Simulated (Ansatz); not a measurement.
Stepwise reaction of `[O]=[Mo]([OH])([Cl])([Cl])[Cl]` with water, as a gas-phase model of exchange steps in deposition or etching. ΔE in kJ/mol.

Isolated molecules relaxed with PBE0-D4/def2-TZVP in Ansatz; ΔE leaves out vibrations. CBS: MP2 limit from def2 TZ/QZ plus the TZ coupled-cluster correction, frozen cores. This one scheme is used for every species. Functionals use def2-TZVPP. B3LYP here is the variant with VWN-RPA as its local correlation; programs differ in this. Elements past krypton have def2 core potentials. For Mo outer-core shells are correlated without core-valence functions, which leaves a few kJ/mol of doubt a bond. Each species was taken in one conformer, which may not be the lowest.

| step | reaction | PBE-D4 | B3LYP-D4 | ωB97M-V | CCSD(T)/CBS |
| --- | --- | --- | --- | --- | --- |
| 1 | `[O]=[Mo]([OH])([Cl])([Cl])[Cl]` + H₂O → `[O]=[Mo]([OH])([OH])([Cl])[Cl]` + HCl | 2.0 | 0.3 | -3.7 | 4.0 |
| 2 | `[O]=[Mo]([OH])([OH])([Cl])[Cl]` + H₂O → `[O]=[Mo]([OH])([OH])([OH])[Cl]` + HCl | 27.1 | 25.0 | 21.5 | 31.8 |
| 3 | `[O]=[Mo]([OH])([OH])([OH])[Cl]` + H₂O → `[O]=[Mo]([OH])([OH])([OH])[OH]` + HCl | 42.3 | 39.5 | 38.9 | 46.4 |

(1) By hand: ΔE of the 3 steps together at CCSD(T)/CBS.

## Answers

(1) (4.0) + (31.8) + (46.4) = 82.2 kJ/mol, or 27.4 kJ/mol a step.

In ΔE each step is higher than the one before. PBE-D4 differs from CCSD(T)/CBS by -4.7 to -2.0 kJ/mol a step. Only this route is followed, and other bonds may react first. Isolated molecules leave out the surface, adducts and barriers. Largest T1 diagnostic: 0.025.
